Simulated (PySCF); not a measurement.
A GIAO shielding run with PySCF (density fitting, non-relativistic, gas phase) on `C=CCC[SiH2][SiH2]P`, C$_{4}$H$_{13}$PSi$_{2}$:

```
$ OMP_NUM_THREADS=1 python probes_run.py task.json out

{"job": {"kind": "nmr", "xc": "PBE0", "basis": "pcSseg-1"}, "charge": 0, "multiplicity": 1}
C      2.594398     1.673699     0.167153
C      2.447490     0.363705     0.110031
C      1.237732    -0.332778    -0.424882
C      0.497537    -1.069907     0.695671
Si    -1.118204    -1.881044     0.086297
Si    -2.541705    -0.210922    -0.682076
P     -2.399340     1.570445     0.682199
H      1.838630     2.346574    -0.205622
H      3.474287     2.133589     0.583529
H      3.219916    -0.288349     0.498133
H      0.570793     0.396213    -0.893134
H      1.539473    -1.053899    -1.189356
H      0.261063    -0.352499     1.486517
H      1.167454    -1.809158     1.137771
H     -1.679667    -2.662781     1.194854
H     -0.777305    -2.844406    -0.969428
H     -3.966334    -0.564169    -0.645887
H     -2.289294     0.202284    -2.073821
H     -1.118795     1.928665     0.311535
H     -2.963276     2.465418    -0.205358
```

Hardware: 1 thread of an Arm Neoverse V2, shared host. The job also computes population analyses, field gradients.

**Question.** How large is the calculation?

**Answer.** 80 electrons, 205 basis functions and 1133 auxiliary functions.

**Question.** How long does it take, and how much memory does it need?

**Answer.** 53 s of wall time, with 14 SCF cycles and 5 response iterations; peak memory 1 GiB. Times on a shared host scatter by some tens of per cent.
